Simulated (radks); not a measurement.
Values are calculated unless marked as measured or tabulated.
Task: These are the eigenvalues of the occupied orbitals of an atom or ion with whole-number occupations (Ry). Code: a radial shooting solver on a logarithmic mesh with Libxc functionals. Model: scalar-relativistic Kohn-Sham, LB94 model potential, spin-polarised, spherical densities, finite nucleus; Fermi nuclear charge, rms radius of each element as measured or else 0.836 A^(1/3) + 0.57 fm.

1s: -6549.753

Which element is it, and in what charge state? The configuration may be excited. Open shells, if any, are filled with parallel spins first.

Result: Z = 78, platinum, charge +76: Pt76+ in [He]. The 1s level, -3274.9 hartree, gives Z - s = 80.9 by -(Z - s)^2/2, which with screening and relativity narrows Z to a few neighbours, and with so few levels the electron count can be read from the list.
